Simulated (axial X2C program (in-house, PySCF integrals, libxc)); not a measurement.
# Levels of GaCl⁻ by electron attachment to GaCl (EOM-EA-CCSD)

Calculated with an axial X2C code built on PySCF integrals: two-component X2C with atomic mean-field Coulomb and Gaunt terms, Gaussian nuclei, basis Ga dyall-acv3z, Cl dyall-av3z with contracted cores.

R = 2.323 Å (1.045 times 2.223 Å, the PBE0 minimum at charge 0 for the lowest determinant).

Levels of GaCl⁻ obtained by attaching an electron to GaCl:

```tsv
Ω	binding energy (eV)	above lowest (cm⁻¹)	attached spinor	one-particle weight
1/2	0.136	0	84% Ga pπ	0.96
3/2	0.095	326	84% Ga pπ	0.96
1/2	-0.423	4508	69% Ga pσ, 28% Ga sσ	0.99
1/2	-0.819	7702	65% Ga sσ, 24% Ga pσ	0.99
1/2	-0.854	7982	95% Ga pπ	0.99
3/2	-0.870	8115	96% Ga pπ	0.99
1/2	-1.880	16260	62% Ga pσ, 20% Ga dσ, 6% Cl sσ	0.97
```

(1) Take the first Ω = 1/2 and Ω = 3/2 rows of π character: how far apart are they, and which lies lower?

Negative binding energies belong to unbound states, resonances or levels that the basis set holds; within some tenths of an eV of zero the sign is not settled.

This point took 18 s on 1 thread of Intel(R) Xeon(R) Processor @ 2.30GHz (shared host).

Reference electrons by ω block (each with its −ω partner): 1/2: 17, 3/2: 6, 5/2: 1. 10 electrons of GaCl correlated (inner shells frozen), 92 natural virtual spinors (a truncated set); levels can be off by some tenths of an eV. Roots sought by Ω: (1/2: 5, 3/2: 4, 5/2: 2, 7/2: 1); the list ends where they run out and leaves out roots under 60 % one-particle weight. The solver can skip a root, and states that need a further excitation, which the method places far too high, are missing though they may lie low or lowest. T1 of the reference 0.012 (Lee–Taylor). Number of frozen shells: Ga 3 s, 2 p, 1 d; Cl 2 s, 1 p.

Results:

(1) E(3/2) − E(1/2) = 326 − 0 = 326 cm⁻¹ at EOM-EA-CCSD: regular, Ω = 1/2 lower. Splittings at this level can be off by ten to twenty per cent.
